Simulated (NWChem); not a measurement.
Everything below was run with NWChem. System: aminoborane (H₄BN), charge 0, spin multiplicity 1, at a geometry optimised with B3LYP/def2-SVP. Level: G0W0@PBE/def2-TZVPP, RI basis def2-tzvpp-rifit.

Input file:

```
start mol
memory heap 200 mb stack 700 mb global 1700 mb
geometry units angstroms nocenter noautoz
  B      0.000000     0.000000     0.777801
  N      0.000000     0.000000    -0.611873
  H     -1.055090     0.000000     1.366102
  H      1.055090     0.000000     1.366102
  H      0.847097     0.000000    -1.169051
  H     -0.847097     0.000000    -1.169051
  symmetry group C2v
end
basis spherical
  * library def2-tzvpp
end
basis "ri basis" bse spherical
  * library def2-tzvpp-rifit
end
dft
  xc xpbe96 cpbe96
  iterations 100
  direct
  tolerances tight
end
task dft energy
gw
  states alpha occ 4 vir 2
end
task dft gw
```

Part of the output:

```
             Northwest Computational Chemistry Package (NWChem) 7.3.0
             --------------------------------------------------------

                                NWChem Input Module
                                -------------------

 Scaling coordinates for geometry "geometry" by  1.889725989
 (inverse scale =  0.529177249)

 Turning off AUTOSYM since
 SYMMETRY directive was detected!

                             Geometry "geometry" -> ""
                             -------------------------

 Output coordinates in angstroms (scale by  1.889725989 to convert to a.u.)

  No.       Tag          Charge          X              Y              Z
 ---- ---------------- ---------- -------------- -------------- --------------
    1 B                    5.0000     0.00000000     0.00000000     0.77780100
    2 N                    7.0000     0.00000000     0.00000000    -0.61187300
    3 H                    1.0000    -1.05509000     0.00000000     1.36610200
    4 H                    1.0000     1.05509000     0.00000000     1.36610200
    5 H                    1.0000     0.84709700     0.00000000    -1.16905100
    6 H                    1.0000    -0.84709700     0.00000000    -1.16905100

 Effective nuclear repulsion energy (a.u.)      32.1253324719

            Nuclear Dipole moment (a.u.)
            ----------------------------
        X                 Y               Z
 ---------------- ---------------- ----------------
     0.0000000000     0.0000000000    -0.0000075589

      Symmetry information
      --------------------

 Group name             C2v
 Group number             16
 Group order               4
 No. of unique centers     4

      Symmetry unique atoms

     1    2    3    5


 Summary of "ao basis" -> "" (spherical)
 ------------------------------------------------------------------------------
       Tag                 Description            Shells   Functions and Types
 ---------------- ------------------------------  ------  ---------------------
 *                         def2-tzvpp                 on all atoms

 new library libraries.bse/

 Summary of "ri basis" -> "" (spherical)
 ------------------------------------------------------------------------------
       Tag                 Description            Shells   Functions and Types
 ---------------- ------------------------------  ------  ---------------------
 *                      def2-tzvpp-rifit              on all atoms

  pbe96 is a nonlocal functional; adding pw91lda local functional.

                                 NWChem DFT Module
                                 -----------------

 Summary of "ao basis" -> "ao basis" (spherical)
 ------------------------------------------------------------------------------
       Tag                 Description            Shells   Functions and Types
 ---------------- ------------------------------  ------  ---------------------
 B                         def2-tzvpp               11       31   5s3p2d1f
 N                         def2-tzvpp               11       31   5s3p2d1f
 H                         def2-tzvpp                6       14   3s2p1d

 Summary of "ao basis" -> "ao basis" (spherical)
 ------------------------------------------------------------------------------
       Tag                 Description            Shells   Functions and Types
 ---------------- ------------------------------  ------  ---------------------
 B                         def2-tzvpp               11       31   5s3p2d1f
[...]
              MO Center= -2.7D-17,  1.7D-15, -4.0D-01, r^2= 1.2D+00
   Bfn.  Coefficient  Atom+Function         Bfn.  Coefficient  Atom+Function
  ----- ------------  ---------------      ----- ------------  ---------------
    38      0.394971  2 N  py                41      0.333320  2 N  py
    44      0.266029  2 N  py                 7      0.178154  1 B  py
    10      0.105922  1 B  py                13      0.065320  1 B  py

 Vector    9  Occ=0.000000D+00  E=-2.843917D-02  Symmetry=b2
              MO Center= -1.9D-16, -2.5D-15,  7.1D-01, r^2= 2.7D+00
   Bfn.  Coefficient  Atom+Function         Bfn.  Coefficient  Atom+Function
  ----- ------------  ---------------      ----- ------------  ---------------
    13      0.537501  1 B  py                10      0.385936  1 B  py
    44     -0.382788  2 N  py                 7      0.344665  1 B  py
    38     -0.228267  2 N  py                41     -0.177331  2 N  py
    70      0.035338  3 H  py                84      0.035338  4 H  py

 Vector   10  Occ=0.000000D+00  E= 5.092740D-03  Symmetry=a1
              MO Center= -5.9D-14, -2.8D-15, -1.1D+00, r^2= 4.8D+00
   Bfn.  Coefficient  Atom+Function         Bfn.  Coefficient  Atom+Function
  ----- ------------  ---------------      ----- ------------  ---------------
    36      2.410147  2 N  s                 93     -0.906924  5 H  s
   107     -0.906924  6 H  s                  5     -0.747837  1 B  s
    11      0.563242  1 B  pz                14      0.505100  1 B  pz
    35      0.338004  2 N  s                 92     -0.240906  5 H  s
   106     -0.240906  6 H  s                 34      0.175561  2 N  s

 Vector   11  Occ=0.000000D+00  E= 5.016687D-02  Symmetry=b1
              MO Center=  5.6D-14, -8.9D-29, -7.5D-01, r^2= 6.1D+00
   Bfn.  Coefficient  Atom+Function         Bfn.  Coefficient  Atom+Function
  ----- ------------  ---------------      ----- ------------  ---------------
    43      1.380468  2 N  px                93     -1.368341  5 H  s
   107      1.368341  6 H  s                 12     -0.983011  1 B  px
    92     -0.424154  5 H  s                106      0.424154  6 H  s
    40      0.331181  2 N  px                65     -0.326610  3 H  s
    79      0.326610  4 H  s                 37      0.212129  2 N  px

 center of mass
 --------------
 x =   0.00000000 y =   0.00000000 z =   0.02551443

 moments of inertia (a.u.)
 ------------------
          65.757829751049           0.000000000000           0.000000000000
           0.000000000000          78.935872360650           0.000000000000
           0.000000000000           0.000000000000          13.178042609601

     Multipole analysis of the density
     ---------------------------------

     L   x y z        total         alpha         beta         nuclear
     -   - - -        -----         -----         ----         -------
     0   0 0 0     -0.000000     -8.000000     -8.000000     16.000000

     1   1 0 0     -0.000000     -0.000000     -0.000000      0.000000
     1   0 1 0     -0.000000     -0.000000     -0.000000      0.000000
     1   0 0 1     -0.820616     -0.410304     -0.410304     -0.000008

     2   2 0 0     -9.950589    -11.513157    -11.513157     13.075725
     2   1 1 0     -0.000000     -0.000000     -0.000000      0.000000
     2   1 0 1      0.000000      0.000000      0.000000      0.000000
     2   0 2 0    -11.210601     -5.605300     -5.605300      0.000000
     2   0 1 1      0.000000      0.000000      0.000000      0.000000
     2   0 0 2     -9.961969    -26.606317    -26.606317     43.250666

 Task  times  cpu:        3.3s     wall:        3.3s

                                NWChem Input Module
                                -------------------

                                 NWChem GW Module
                                 ----------------

                             ***********************
                             ***        GW       ***
                             ***********************

 Summary of "ri basis" -> "ri basis" (spherical)
 ------------------------------------------------------------------------------
       Tag                 Description            Shells   Functions and Types
 ---------------- ------------------------------  ------  ---------------------
 B                      def2-tzvpp-rifit            22       76   8s6p4d3f1g
 N                      def2-tzvpp-rifit            22       76   8s6p4d3f1g
 H                      def2-tzvpp-rifit            10       30   4s3p2d1f

                 Memory Information
                 ------------------
          Available GA per process is          1699.9 MBs
          Available stack per process is        700.0 MBs
          Available heap per process is           0.0 MBs

          Peak memory in Initialization
              Peak GA per process is                  3.2 MBs
              Peak stack per process is               0.2 MBs
              Peak heap per process is                3.3 MBs
              Memory not in MA per process            0.0 MBs

          Peak memory in AFF Calculation
              Peak GA per process is                 10.1 MBs
              Peak stack per process is               5.9 MBs
              Peak heap per process is                0.0 MBs
              Memory not in MA per process            5.9 MBs

          Computing 2-center integrals
          Computing Inverse Cholesky factor
          Computing 3-center integrals
          Computing V_xc ...

          Computing Sigma_x
          Computing RPA polarizability
          Solving quasiparticle equations

                  Alpha Orbitals
          State     Energy (eV)     Error (eV)
          -----------------------------------
@GW         5        -16.907           0.001
@GW         6        -13.358           0.003
@GW         7        -11.476           0.003
@GW         8        -10.678           0.002
@GW         9          2.224           0.002
@GW        10          2.530           0.005

   Applying  -3.3506 eV scissor-shift to rest of particle states

   Applying   2.9974 eV scissor-shift to rest of hole states

     GW Timing Statistics
   ------------------------
   Init.   :          0.0s
     ERIs  :          0.4s
     Distr.:          0.0s
     Vxc   :          0.1s
   Sigma_x :          0.0s
   RPA     :          0.1s
   Wmn     :          0.0s
   Sigma_c :          0.0s
   GW total:          0.6s

 Task  times  cpu:        0.6s     wall:        0.6s

 Total times  cpu:        3.9s     wall:        3.9s
```
